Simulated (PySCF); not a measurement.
# Polarisability and C₆ of H- (hydrogen, charge -1)

1s2, closed-shell 1S. Computed with PySCF 2.14 in x2c-TZVPPall with one added diffuse shell each of s, p type (4s3p1d, 18 functions), with the spin-free X2C one-electron Hamiltonian (Gaussian nucleus). Coupled (time-dependent) response in atomic units; α is the mean over directions.

| method | mean α (bohr³) | C₆ (like pair) | S(−4) |
| --- | --- | --- | --- |
| UHF | 25.22 | 143.5 | 279.2 |

S(−4) is the Cauchy moment in α(ω) = α(0) + S(−4) ω² + …

α(iu) at UHF:

```csv
u (hartree),α(iu) (bohr³)
0,25.22
0.0500,24.54
0.100,22.71
0.200,17.48
0.300,12.64
0.500,6.705
0.750,3.504
1.00,2.104
1.50,0.9876
2.00,0.5698
3.00,0.2607
5.00,0.09690
```

A single London oscillator, α(iu) = α/(1 + u²/ω²), gives C₆ = (3/4) ω α². Matching the computed C₆ needs ω = 4 × 143.5 / (3 × 25.22²) = 0.301 hartree.

For an ion, C₆ is the dispersion term alone; charge-induced terms of lower order in 1/R come first.
